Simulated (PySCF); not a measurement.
# Energy of V⁺ (vanadium, charge +1) between two integer charges

The 3d alpha orbital of [Ar] 3d4 is emptied in steps (occupation f), with all orbitals relaxed, ending at [Ar] 3d3. Computed with PySCF 2.14 in aug-cc-pVTZ-DK (8s7p5d3f2g, 93 functions), with scalar relativity by spin-free X2C-1e. The exact energy is a straight line in f; departures are measured from the line between the end points of the same method.

| f | HSE06 (eV) |
| --- | --- |
| 1 | 0.000 |
| 0.75 | -0.824 |
| 0.5 | -1.115 |
| 0.25 | -0.848 |
| 0 | 0.000 |

Problem. For HSE06, how does the orbital energy at f = 1 compare with the removal energy?

Solution. −ε = 10.688 eV against a total-energy difference of 14.989 eV. By Janak's theorem ε = ∂E/∂f, so the gap between them reflects the curvature. Along the path −ε is 12.744 (f = 0.75), 14.922 (f = 0.5), 17.204 (f = 0.25) eV.

Reference removal energy between the ground levels: 14.634 ± 0.007 eV (measured; NIST Atomic Spectra Database, ionization energies). The calculation has no spin-orbit coupling. The determinant left behind need not be the lowest term of the ion.
